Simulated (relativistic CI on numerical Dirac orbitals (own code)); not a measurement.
**What each ingredient does to the levels of Kr9+**

Base calculation: Dirac-Coulomb-Breit CI, KLI orbitals optimised for each configuration, model QED (radiative potential, 1s self-energy scaled to tabulated hydrogen-like ionisation energies), unscaled Slater integrals.

Configurations in the expansion (outside the closed core [Ne]): 3s2 3p6 3d9, 3s2 3p5 3d10, 3s2 3p6 3d8 4s, 3s 3p6 3d10, 3s2 3p6 3d8 4p, 3s2 3p6 3d7 4s2, 3s2 3p6 3d8 4d, 3s2 3p6 3d7 4s 4p, 3s2 3p6 3d8 5s, 3s2 3p6 3d7 4p2, 3s2 3p6 3d8 4f, 3s2 3p6 3d8 5p, 3s2 3p6 3d7 4s 4d, 3s2 3p6 3d8 5d, 3s2 3p6 3d7 4p 4d, 3s2 3p6 3d8 6s, 3s2 3p5 3d9 4s, 3s2 3p6 3d8 5f, 3s2 3p6 3d8 5g, 3s2 3p6 3d8 6p, 3s2 3p6 3d8 6d, 3s2 3p6 3d7 4d2, 3s2 3p5 3d9 4p, 3s2 3p5 3d8 4s2, 3s2 3p4 3d10 4s, 3s2 3p5 3d8 4s 4p, 3s2 3p4 3d10 4p, 3s2 3p5 3d8 4p2, 3s2 3p5 3d9 4d, 3s2 3p5 3d8 4s 4d, 3s 3p6 3d9 4s, 3s2 3p4 3d10 4d, 3s 3p6 3d8 4s2, 3s2 3p5 3d8 4p 4d, 3s2 3p5 3d9 5s, 3s2 3p5 3d9 4f. Levels of other configurations are missing.

Variants: (1) one mean potential for all configurations. Shifts of the energy above 3s2 3p6 3d9 2D_5/2, in cm⁻¹, for the lowest level and the first level of each name with at least 55 % of one term (blank where a level changes its place among those of its configuration and J or its character, or is not in the variant):

| Level | Base | Δ(1) |
| --- | --- | --- |
| 3s2 3p6 3d9 2D_5/2 | 0 | 0 |
| 3s2 3p6 3d9 2D_3/2 | 10294 | -27 |
| 3s2 3p6 3d8 4s 4F_9/2 | 788074 | +4046 |
| 3s2 3p6 3d8 4s 4F_7/2 | 793035 | +4080 |
| 3s2 3p6 3d8 4s 4F_5/2 | 798787 | +4172 |
| 3s2 3p6 3d8 4s 4F_3/2 | 801757 | +4182 |
| 3s2 3p6 3d8 4s 2F_7/2 | 803286 | +4098 |
| 3s2 3p6 3d8 4s 2F_5/2 | 810375 | +4100 |
| 3s2 3p6 3d8 4s 2D_3/2 | 824799 | +3961 |
| 3s2 3p6 3d8 4s 4P_1/2 | 832407 | +3999 |
| 3s2 3p6 3d8 4s 4P_3/2 | 832478 | +4029 |
| 3s2 3p6 3d8 4s 2P_3/2 | 842008 | +4021 |
| 3s2 3p6 3d8 4s 2P_1/2 | 843744 | +3995 |
| 3s2 3p6 3d8 4s 2G_9/2 | 848349 | +3839 |
| 3s2 3p6 3d8 4s 2G_7/2 | 848425 | +3842 |
| 3s2 3p6 3d8 4s 2S_1/2 | 910986 | +3602 |
| 3s2 3p6 3d8 4p 4D°_7/2 | 944720 | +4678 |
| 3s2 3p6 3d8 4p 4D°_5/2 | 954258 | +4774 |
| 3s2 3p6 3d8 4p 4G°_7/2 | 958703 | +4838 |
| 3s2 3p6 3d8 4p 4G°_11/2 | 960377 | +4786 |
| 3s2 3p6 3d8 4p 4D°_3/2 | 961182 | +4809 |
| 3s2 3p6 3d8 4p 4G°_5/2 | 962171 | +4836 |

At this charge energies of transitions that change n are usually good to better than 1 %, and those within a shell (Δn = 0) to a few per cent.

Ionisation energy from the two ground configurations alone: base 266.831 eV. The NIST ASD value (theoretical) is 268 eV.

LS names give the leading component of a level, which can be under half, so a name can repeat, a term be missing and a line seem to break the LS rules.
